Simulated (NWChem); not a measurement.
Species: KF; SMILES [K][F]

```xyz
2

K      0.0000     0.0000    -0.7084
F      0.0000     0.0000     1.4306
```
Atoms are numbered in this order, from 1.

Program: NWChem. Pople sets run with spherical d functions. All runs use the structure optimised with PBE0/def2-SVP. GIAO values for the isolated, static molecule; σ is the absolute isotropic shielding.

Task: Among these, which level gives the highest value of “σ F2 (ppm)”?
A) PBE/pcSseg-2
B) PBE/def2-TZVP
C) PBE/6-31G*
D) PBE/6-311G**

Result: C, PBE/6-31G*. Values: PBE/6-311G** 186.9; PBE/pcSseg-2 196.0; PBE/def2-TZVP 252.7; PBE/6-31G* 300.1
